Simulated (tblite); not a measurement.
C₅H₁₀AsN.
Numbering: `[CH3:1]/[N:2]=[CH:3]/[CH:4]1[CH2:5][AsH:6][CH2:7]1` (hydrogens: H8, H9, H10 on C1; H11 on C3; H12 on C4; H13, H14 on C5; H15 on As6; H16, H17 on C7)

Computed with GFN2-xTB (tblite), gas phase: L-BFGS steps from a force-field or distance-geometry start until the largest atomic force falls under 0.01 eV/Å.

Step 61: E = -572.5443 eV
```
atom  x, y, z in Å  |  force x, y, z in eV/Å
C1     -3.0021   -0.3782   -0.1950    0.077   0.017   0.053
N2     -1.6426   -0.2148   -0.6121    0.043   0.122  -0.009
C3     -0.7477    0.1758    0.1786    0.019  -0.070   0.014
C4      0.6765    0.2311   -0.2650   -0.076  -0.026   0.014
C5      1.4570   -1.0326    0.1343   -0.170  -0.049  -0.022
As6     3.1601   -0.0194    0.2126   -0.006   0.080   0.137
C7      1.6247    1.2535    0.3723   -0.081   0.011  -0.080
H8     -3.3971   -1.2809   -0.6655    0.052   0.049   0.038
H9     -3.5889    0.4712   -0.5545    0.051  -0.043  -0.025
H10    -3.1148   -0.4478    0.8950   -0.033   0.034   0.025
H11    -0.9316    0.4066    1.2455   -0.012  -0.044  -0.070
H12     0.6967    0.3266   -1.3568   -0.022   0.018   0.076
H13     1.3276   -1.8683   -0.5487    0.095  -0.092  -0.016
H14     1.1714   -1.3479    1.1395    0.010  -0.051   0.044
H15     3.2482    0.0980   -1.2862   -0.003   0.070  -0.084
H16     1.6547    2.2163   -0.1347    0.090   0.054  -0.009
H17     1.4008    1.4230    1.4307   -0.036  -0.080  -0.085
```

Step 62: E = -572.5497 eV
```
atom  x, y, z in Å  |  force x, y, z in eV/Å
C1     -3.0016   -0.3690   -0.1923    0.047   0.002   0.054
N2     -1.6468   -0.2020   -0.6229    0.025   0.087   0.012
C3     -0.7472    0.1655    0.1735    0.029  -0.030   0.032
C4      0.6764    0.2279   -0.2707   -0.056   0.002   0.005
C5      1.4593   -1.0343    0.1294   -0.179  -0.042   0.026
As6     3.1566   -0.0155    0.2314    0.034   0.086   0.069
C7      1.6215    1.2572    0.3678   -0.160  -0.005  -0.055
H8     -3.4034   -1.2812   -0.6376    0.091   0.043  -0.020
H9     -3.5974    0.4707   -0.5587    0.053  -0.034  -0.017
H10    -3.1007   -0.4277    0.8987   -0.043   0.065   0.071
H11    -0.9301    0.3735    1.2470    0.007  -0.051  -0.114
H12     0.6950    0.3170   -1.3632   -0.017   0.056   0.086
H13     1.3421   -1.8662   -0.5616    0.091  -0.077   0.014
H14     1.1630   -1.3546    1.1309    0.022  -0.066   0.012
H15     3.2650    0.0995   -1.2687    0.002   0.065  -0.053
H16     1.6507    2.2222   -0.1389    0.093  -0.016  -0.002
H17     1.3906    1.4290    1.4259   -0.042  -0.085  -0.123
```

Task: Estimate the geometry and energy of step 63. (The exact step hangs on the optimiser's Hessian estimate; all steps are aligned on step 62, rigid shifts and turns removed.)

Result: E = -572.5551 eV, largest force 0.181 eV/Å
```
atom  x, y, z in Å  |  force x, y, z in eV/Å
C1     -3.0023   -0.3587   -0.1911   -0.007   0.016   0.053
N2     -1.6511   -0.1868   -0.6290    0.077   0.065   0.129
C3     -0.7462    0.1509    0.1769   -0.058   0.013  -0.063
C4      0.6740    0.2238   -0.2724   -0.016   0.018   0.001
C5      1.4612   -1.0361    0.1255   -0.109  -0.013   0.065
As6     3.1540   -0.0090    0.2463    0.050   0.077  -0.033
C7      1.6168    1.2611    0.3610   -0.177  -0.038  -0.008
H8     -3.4047   -1.2807   -0.6145    0.115   0.029  -0.062
H9     -3.6048    0.4702   -0.5732    0.059  -0.044   0.007
H10    -3.0997   -0.4029    0.9011   -0.030   0.093   0.069
H11    -0.9275    0.3342    1.2551    0.015  -0.060  -0.124
H12     0.6870    0.3108   -1.3640   -0.017   0.070   0.056
H13     1.3601   -1.8646   -0.5722    0.070  -0.067   0.034
H14     1.1626   -1.3622    1.1246    0.011  -0.084  -0.002
H15     3.2794    0.1011   -1.2572    0.006   0.059   0.002
H16     1.6485    2.2273   -0.1459    0.073  -0.071  -0.001
H17     1.3856    1.4336    1.4191   -0.064  -0.065  -0.123
```

The energy changes by -0.0054 eV. The first-order estimate −F·Δx gives -0.0077 eV and the mean of the old and new forces, exact on a quadratic surface, -0.0054 eV. The step makes an angle of 77° with the force vector and moves no atom by more than 0.040 Å.

What follows is the cost of the whole relaxation. On Arm Neoverse V1, one thread, shared host, this took 0.84 s.
